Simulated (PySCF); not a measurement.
All numbers come from TPSS in PySCF with Br def2-TZVP, H def2-TZVP; no relativity; density-fitted integrals.

```xyz
6
charge 0 multiplicity 1, angstrom
Br    0.0000    0.0000   -0.0256
H     0.0000    0.0000    1.4108
H     1.7034    0.0000    0.1487
H     0.0000    1.7034    0.1487
H    -1.7034    0.0000    0.1487
H     0.0000   -1.7034    0.1487
```

BrH₅ (singlet), along the line from Br1 (at 0) through H2 (at 1.436 Å).

Question: Tabulate the fields along this line at -0.50, -0.43, -0.36, -0.29, -0.22, -0.14, -0.07, 0.07, 0.14, 0.22, 0.29, 0.36, 0.43, 0.50, 0.57, 0.65, 0.72, 0.79, 0.86, 0.93, 1.01, 1.08, 1.15, 1.22, 1.29, 1.36, 1.51, 1.58, 1.65, 1.72, 1.80, 1.87, 1.94, 2.01, 2.08, 2.15, 2.23, 2.30 Å.

Answer: 
```tsv
distance (Å)	electron density (e/Å³)	electron localisation function	electrostatic potential (V)
-0.50	5.1	0.24	99.6
-0.43	10.9	0.454	142
-0.36	25.8	0.692	214
-0.29	58.7	0.78	353
-0.22	111	0.651	657
-0.14	207	0.249	1420
-0.07	1490	0.781	4170
0.07	1490	0.779	4170
0.14	207	0.252	1420
0.22	111	0.649	659
0.29	58.7	0.781	355
0.36	25.9	0.702	216
0.43	10.8	0.468	145
0.50	4.97	0.229	102
0.57	2.82	0.153	74.9
0.65	2.03	0.218	55.9
0.72	1.72	0.451	42.4
0.79	1.58	0.731	33
0.86	1.5	0.882	26.7
0.93	1.45	0.944	23.2
1.01	1.45	0.972	22.4
1.08	1.48	0.986	24.5
1.15	1.58	0.994	31
1.22	1.75	0.998	44.9
1.29	1.99	0.999	76.3
1.36	2.37	1	175
1.51	2.06	1	175
1.58	1.44	1	75.8
1.65	1.02	1	43.7
1.72	0.716	0.999	28.4
1.80	0.497	0.998	19.8
1.87	0.348	0.997	14.5
1.94	0.245	0.996	11
2.01	0.173	0.994	8.54
2.08	0.122	0.992	6.82
2.15	0.0867	0.99	5.57
2.23	0.0622	0.988	4.64
2.30	0.045	0.986	3.94
```

On a grid of 0.07 Å the density has a local minimum along the bond near 0.93 Å from Br, at 1.45 e/Å³, where the ELF is 0.94.
